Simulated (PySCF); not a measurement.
Dipole response of Fe²³⁺ (iron, charge +23)

[He] 2s1, 2S determinant. Calculation: PySCF 2.14, in an uncontracted even-tempered set (17 s from 5.5 bohr⁻², ratio 2.5; 8 p from 8.6 bohr⁻², ratio 2.7; 5 d from 26 bohr⁻², ratio 2.7; 4 f from 39 bohr⁻², ratio 2.7); the spin-free X2C one-electron Hamiltonian (Gaussian nucleus). Coupled (time-dependent) response in atomic units; α is the mean over directions.

```csv
method,mean α (bohr³),C₆ (like pair),S(−4)
UHF,0.01396,0.0003363,0.002843
PBE0,0.01317,0.0003108,0.002497
```

S(−4) is the Cauchy moment in α(ω) = α(0) + S(−4) ω² + …

α(iu) at PBE0:

```
u (hartree)  α(iu) (bohr³)
          0        0.01317
      0.200        0.01307
      0.400        0.01278
      0.800        0.01175
       1.20        0.01036
       1.60       0.008897
       2.00       0.007544
       3.00       0.004984
       4.00       0.003432
       6.00       0.001906
       10.0      0.0009180
```

A single London oscillator, α(iu) = α/(1 + u²/ω²), gives C₆ = (3/4) ω α². Matching the computed C₆ needs ω = 4 × 0.0003108 / (3 × 0.01317²) = 2.39 hartree.

For an ion, C₆ is the dispersion term alone; charge-induced terms of lower order in 1/R come first.
